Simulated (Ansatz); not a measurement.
BrH2InN, SMILES `[NH2][In][Br]` radical, charge 0, multiplicity 2.

Problem. Give a relaxed structure at PBE0-D4/def2-TZVP (Ansatz 0.2.0). (Estimate.)

Solution. Ansatz gave: 
```xyz
5

N    -0.3138   -0.9149    0.2169
In   -0.5917    0.9940   -0.5346
Br    1.0069    2.7024    0.3928
H     0.6750   -1.1481    0.2544
H    -0.7764   -1.6335   -0.3295
```
